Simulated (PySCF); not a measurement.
C3H11BSSi, SMILES C[SiH2]SB(C)C, GFN2-xTB optimised geometry.

```
17

Si     1.02    -1.71    -0.01
C      2.90    -1.61     0.03
S      0.35     0.35     0.00
B     -1.43     0.35     0.00
C     -2.17     1.75     0.00
C     -2.27    -0.99     0.00
H      0.52    -2.35    -1.23
H      0.48    -2.38     1.18
H      3.25    -1.09     0.92
H      3.28    -1.06    -0.83
H      3.34    -2.60     0.02
H     -1.49     2.60     0.02
H     -2.84     1.83     0.86
H     -2.80     1.85    -0.88
H     -2.06    -1.59     0.90
H     -2.01    -1.63    -0.84
H     -3.34    -0.82    -0.03
```

Density from PBE0/def2-SVP (PySCF) at that geometry.

Minimum of the electron density along straight lines between bonded atoms, close to the bond critical point (lines longer than 1.1 times the sum of covalent radii, or with two minima, are not listed):

```json
[
 {"bond": "Si1–C2", "length / Å": "1.889", "ρ at the minimum / e bohr⁻³": "0.114", "∇²ρ there / e bohr⁻⁵": "0.31", "position (fraction from the first atom)": "0.38"},
 {"bond": "Si1–S3", "length / Å": "2.163", "ρ at the minimum / e bohr⁻³": "0.091", "∇²ρ there / e bohr⁻⁵": "0.15", "position (fraction from the first atom)": "0.35"},
 {"bond": "S3–B4", "length / Å": "1.784", "ρ at the minimum / e bohr⁻³": "0.149", "∇²ρ there / e bohr⁻⁵": "-0.08", "position (fraction from the first atom)": "0.70"},
 {"bond": "B4–C5", "length / Å": "1.580", "ρ at the minimum / e bohr⁻³": "0.180", "∇²ρ there / e bohr⁻⁵": "-0.17", "position (fraction from the first atom)": "0.33"},
 {"bond": "B4–C6", "length / Å": "1.582", "ρ at the minimum / e bohr⁻³": "0.179", "∇²ρ there / e bohr⁻⁵": "-0.15", "position (fraction from the first atom)": "0.32"},
 {"bond": "Si1–H7", "length / Å": "1.463", "ρ at the minimum / e bohr⁻³": "0.118", "∇²ρ there / e bohr⁻⁵": "0.32", "position (fraction from the first atom)": "0.49"},
 {"bond": "Si1–H8", "length / Å": "1.463", "ρ at the minimum / e bohr⁻³": "0.118", "∇²ρ there / e bohr⁻⁵": "0.32", "position (fraction from the first atom)": "0.49"},
 {"bond": "C2–H9", "length / Å": "1.086", "ρ at the minimum / e bohr⁻³": "0.272", "∇²ρ there / e bohr⁻⁵": "-0.98", "position (fraction from the first atom)": "0.63"},
 {"bond": "C2–H10", "length / Å": "1.086", "ρ at the minimum / e bohr⁻³": "0.272", "∇²ρ there / e bohr⁻⁵": "-0.98", "position (fraction from the first atom)": "0.63"},
 {"bond": "C2–H11", "length / Å": "1.085", "ρ at the minimum / e bohr⁻³": "0.272", "∇²ρ there / e bohr⁻⁵": "-0.98", "position (fraction from the first atom)": "0.63"},
 {"bond": "C5–H12", "length / Å": "1.087", "ρ at the minimum / e bohr⁻³": "0.274", "∇²ρ there / e bohr⁻⁵": "-0.98", "position (fraction from the first atom)": "0.62"},
 {"bond": "C5–H13", "length / Å": "1.090", "ρ at the minimum / e bohr⁻³": "0.268", "∇²ρ there / e bohr⁻⁵": "-0.94", "position (fraction from the first atom)": "0.62"},
 {"bond": "C5–H14", "length / Å": "1.090", "ρ at the minimum / e bohr⁻³": "0.268", "∇²ρ there / e bohr⁻⁵": "-0.94", "position (fraction from the first atom)": "0.62"},
 {"bond": "C6–H15", "length / Å": "1.090", "ρ at the minimum / e bohr⁻³": "0.268", "∇²ρ there / e bohr⁻⁵": "-0.94", "position (fraction from the first atom)": "0.62"},
 {"bond": "C6–H16", "length / Å": "1.090", "ρ at the minimum / e bohr⁻³": "0.268", "∇²ρ there / e bohr⁻⁵": "-0.94", "position (fraction from the first atom)": "0.62"},
 {"bond": "C6–H17", "length / Å": "1.088", "ρ at the minimum / e bohr⁻³": "0.272", "∇²ρ there / e bohr⁻⁵": "-0.97", "position (fraction from the first atom)": "0.62"}
]
```
